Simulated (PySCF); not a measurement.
Zn(SeH)(GeH3) (GeH4SeZn), SMILES [SeH][Zn][GeH3].

Coordinates come from a B3LYP-D3(BJ)/def2-SVP optimisation. The structure was generated by enumeration; whether it is a known compound was not checked. Other conformers were not sampled.

The numbers are results of PySCF 2.14.0 with IEF-PCM-ωB97X/def2-SVP, not measurements.

The values are the electrostatic part of the solvation free energy, E(continuum) − E(gas) at the gas-phase geometry, in a cavity of scaled van der Waals radii (PySCF's table); cavitation and dispersion terms are not included. A continuum can't describe solvent molecules that bind to the metal. In vacuum the orbital gap is 10.19 eV. The dipole moment in vacuum is 1.12 D.

```tsv
solvent	ε	ΔG(elec) (kcal/mol)	dipole (D)	gap (eV)
water	78.36	-13.2	1.47	10.71
dimethylsulfoxide	46.83	-13.0	1.46	10.70
tetrahydrofuran	7.43	-10.3	1.42	10.59
```
